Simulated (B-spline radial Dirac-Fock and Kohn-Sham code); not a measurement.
**How core holes in Cr⁴⁺ decay**

System: Cr⁴⁺ in the configuration [Ar] 3d2.

Calculated with a B-spline atomic structure program, using one-electron (LDA, Dirac) transition rates at Dirac-Fock energies.

Partial widths are in eV. Coster-Kronig decay leaves a hole in the same principal shell; its rates are the weakest part of the model, often 1.5 to 2.5 times too large and more for N holes. Holes without an open Auger channel, or with an unreliable SCF state, are not listed.

```tsv
hole	radiative	Auger	Coster-Kronig	total	fluorescence yield	lifetime (fs)
K (1s)	0.292	0.740	0	1.03	0.283	0.638
L1 (2s)	0.00214	0.242	1.22	1.46	0.00146	0.450
L2 (2p1/2)	0.000686	0.315	0	0.316	0.00217	2.09
L3 (2p3/2)	0.000686	0.318	0	0.319	0.00215	2.06
```
